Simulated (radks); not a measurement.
The numbers below are computed, except where a source is named.
The niobium anion Nb- inside a hard spherical wall (all orbitals vanish at R), configuration held at [Kr] 4d4 5s2 and not refilled when levels cross. Code: a radial shooting solver on a logarithmic mesh with Libxc functionals. Model: scalar-relativistic Kohn-Sham, LDA (Slater exchange, VWN5 correlation), spin-polarised, spherical densities, point nucleus; open shells are filled with parallel spins first (spin-orbit coupling, left out, can overturn this in heavy ions). Eigenvalues in eV for spin up, with the zero of energy where the potential of the charges vanishes at infinity; a dash marks a level that is unbound or too diffuse for the functional's potential to be trusted. A positive occupied level is held by the wall or, in an anion where self-interaction has pushed it up, behind a barrier. The pressure on the wall is -dE/dV.

R (bohr)  E (hartree)  kinetic (hartree)    e(4s)    e(4p)   e(5s)   e(4d)  e(5p, empty)  e(6s, empty)  pressure (GPa)
20        -3815.69637           3927.580  -53.948  -30.163  -0.032   1.112         2.001         2.074        0.000269
15        -3815.69566           3927.584  -53.840  -30.054   0.060   1.218         2.327         2.917         0.00366
10        -3815.68645           3927.627  -53.251  -29.464   0.531   1.774         3.225         5.858           0.139
8         -3815.66048           3927.739  -52.314  -28.534   1.297   2.618         4.435         9.725           0.909
6         -3815.53332           3928.223  -49.617  -25.893   3.791   4.985         8.016        20.444            8.81
5         -3815.30349           3929.012  -46.511  -22.900   7.294   7.773        12.770        33.689            34.4
3.5       -3813.77335           3933.941  -35.714  -12.627  25.570  18.786        35.972        91.154             453
2.5       -3807.60810           3953.696  -14.163    9.314  82.875  45.651        101.59        232.68            5110
2         -3795.31586           3990.014   15.115   41.397  174.96  84.978        200.02        428.81           24100
1.5       -3753.12051           4101.010   99.445   134.16  429.70  191.47        460.53        921.98          163000
